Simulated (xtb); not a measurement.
Harmonic IR lines of one isomer of CH$_{6}$Si$_{2}$, unscaled. Level of theory: GFN2-xTB (xtb).

```
wavenumber (cm⁻¹)  relative intensity
-----------------  ------------------
276                               8.6
576                               5.6
643                               8.5
756                                12
855                                33
871                                37
2111                               35
2160                              100
2170                               51
3006                              4.1
3032                              3.6
```

**Question.** Name which structure gives these lines.
A. `[SiH2]=C[SiH3]`
B. `C1[SiH2][SiH2]1`
C. `C[SiH]=[SiH2]`

**Answer.** C, `C[SiH]=[SiH2]`
